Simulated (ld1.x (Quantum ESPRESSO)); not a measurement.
## Se (Z = 34): one change to a TM potential, before and after

| Quantity | Value |
| --- | --- |
| Element | selenium (Se) |
| Generator | ld1.x (Quantum ESPRESSO) 7.5 |
| Type | norm-conserving Troullier–Martins (Kleinman–Bylander form) |
| Functional | PW91 |
| Relativity | scalar-relativistic |
| Frozen core | [Ar] 3d10 |
| Valence charge | 6 |
| Reference configuration | 4s2 4p2 (charge +2) |
| Partial waves | 4s (bound): rc 1.45 bohr; 4p (bound): rc 1.30 bohr |
| Local potential | all-electron potential smoothed inside 1.15 bohr (lloc = -1) |
| Core correction | a·sin(br)/r model core inside 0.90 bohr |

Change: functional LDA (PZ).

Cutoffs: the cutoffs (Ry, on a coarse ladder) from which the occupation-weighted sum of valence levels, in a spherical-Bessel basis at the reference potential, stays within 10 and 1 mRy of its value at 400 Ry; they do not see the model core or the augmentation charge, which bear on the density cutoff. Errors are all-electron minus pseudo energies relative to the spin-unpolarised reference configuration.

What does the change do?

The potential gets neither clearly harder nor softer (60 Ry and 110 Ry → 60 Ry and 110 Ry); both files keep a bound ghost (d, s); the number of tests with a reliable result goes from 7 to 9; of the 7 tests that both files solve, the error grows in 2 and shrinks in 2 by more than 15 % and 0.3 meV (median size 4.8 → 4.2 meV).

| quantity | base | changed |
| --- | --- | --- |
| cutoff, loose | 60 Ry | 60 Ry |
| cutoff, tight | 110 Ry | 110 Ry |
| bound ghosts | s, d | s, d |
| error for 4s2 4p4, meV [ΔE -31.33 → -31.57 eV] | +2.6 | -1.4 |
| error for 4s2 4p3, meV [ΔE -20.42 → -20.56 eV] | -0.3 | -1.5 |
| error for 4s2 4p1, meV [ΔE 30.97 → 31.16 eV] | -22 | -23 |
| error for 4s0 4p6, meV [ΔE -9.31 → -9.47 eV] | +8.6 | +11 |
| error for 4s1 4p4, meV [ΔE -8.86 → -8.97 eV] | +3.9 | +4.2 |
| error for 4s2 4p0, meV [ΔE 73.28 → 73.73 eV] | -139 | -143 |
| error for 4s2 4p4.3, meV [ΔE -32.93 → -33.20 eV] | +4.8 | +0.2 |
| s: phases at 1.60 bohr within 0.05 rad from the reference energy up to (Ry; the scan ends near 5) | to the end of the scan | to the end of the scan |
| p: phases at 1.60 bohr within 0.05 rad from the reference energy up to (Ry; the scan ends near 5) | -0.2 | -0.2 |

 A true bound ghost makes a file unfit for plane-wave use even where its test errors are small: the radial tests pick states by their node count and pass the ghost by.
